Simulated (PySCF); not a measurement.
**GeP⁺: energy against distance**

Set-up: Ge def2-TZVPPD, P def2-TZVPPD; no relativity (PySCF 2.14). Energies in eV from Ge⁺ + P in their ground configurations at the same level. State: ³Σ⁻ (triplet), unpaired electrons π ↑↑.

All columns are B97-3. A positive dipole points towards P; it is taken about the centre of mass and depends on that origin.

```json
{"R (Å)": "1.987", "E (eV)": "-1.737", "μ (D)": "1.23", "Mulliken charge on Ge (basis-dependent)": "0.61", "HOMO (eV)": "-13.33", "LUMO (eV)": "-11.56", "Mayer bond order": "1.47", "⟨S²⟩": "2.00"}
{"R (Å)": "2.079", "E (eV)": "-2.314", "μ (D)": "0.95", "Mulliken charge on Ge (basis-dependent)": "0.68", "HOMO (eV)": "-13.30", "LUMO (eV)": "-11.23", "Mayer bond order": "1.48", "⟨S²⟩": "2.00"}
{"R (Å)": "2.171", "E (eV)": "-2.638", "μ (D)": "0.67", "Mulliken charge on Ge (basis-dependent)": "0.75", "HOMO (eV)": "-13.24", "LUMO (eV)": "-10.93", "Mayer bond order": "1.48", "⟨S²⟩": "2.00"}
{"R (Å)": "2.241", "E (eV)": "-2.760", "μ (D)": "0.47", "Mulliken charge on Ge (basis-dependent)": "0.78", "HOMO (eV)": "-13.18", "LUMO (eV)": "-10.72", "Mayer bond order": "1.49", "⟨S²⟩": "2.00"}
{"R (Å)": "2.310", "E (eV)": "-2.803", "μ (D)": "0.26", "Mulliken charge on Ge (basis-dependent)": "0.80", "HOMO (eV)": "-13.11", "LUMO (eV)": "-10.53", "Mayer bond order": "1.49", "⟨S²⟩": "2.00"}
{"R (Å)": "2.379", "E (eV)": "-2.785", "μ (D)": "0.07", "Mulliken charge on Ge (basis-dependent)": "0.82", "HOMO (eV)": "-13.03", "LUMO (eV)": "-10.35", "Mayer bond order": "1.49", "⟨S²⟩": "2.01"}
{"R (Å)": "2.472", "E (eV)": "-2.691", "μ (D)": "-0.18", "Mulliken charge on Ge (basis-dependent)": "0.83", "HOMO (eV)": "-12.90", "LUMO (eV)": "-10.15", "Mayer bond order": "1.49", "⟨S²⟩": "2.01"}
{"R (Å)": "2.587", "E (eV)": "-2.498", "μ (D)": "-0.48", "Mulliken charge on Ge (basis-dependent)": "0.83", "HOMO (eV)": "-12.73", "LUMO (eV)": "-9.93", "Mayer bond order": "1.48", "⟨S²⟩": "2.01"}
{"R (Å)": "2.726", "E (eV)": "-2.200", "μ (D)": "-0.79", "Mulliken charge on Ge (basis-dependent)": "0.82", "HOMO (eV)": "-12.51", "LUMO (eV)": "-9.74", "Mayer bond order": "1.44", "⟨S²⟩": "2.01"}
{"R (Å)": "2.911", "E (eV)": "-1.762", "μ (D)": "-1.13", "Mulliken charge on Ge (basis-dependent)": "0.80", "HOMO (eV)": "-12.23", "LUMO (eV)": "-9.59", "Mayer bond order": "1.35", "⟨S²⟩": "2.02"}
```

A fit through these points gives, at Re = 2.322 Å, μ = 0.23 D and dμ/dR = -2.87 D/Å; the reduced mass is 21.83 u.

Task: How strong is the fundamental in the double-harmonic approximation, I = 42.26·(dμ/dR)²/μred km/mol?

Result: I = 42.26·(-2.87)²/21.83 = 15.9 km/mol at B97-3.

Spin–orbit coupling is left out. For an ion De counts to the pair picked by the measured ionisation energies or electron affinities, which need not be the lowest pair at this level. The state was picked by a PBE0 search and need not be the measured ground state.
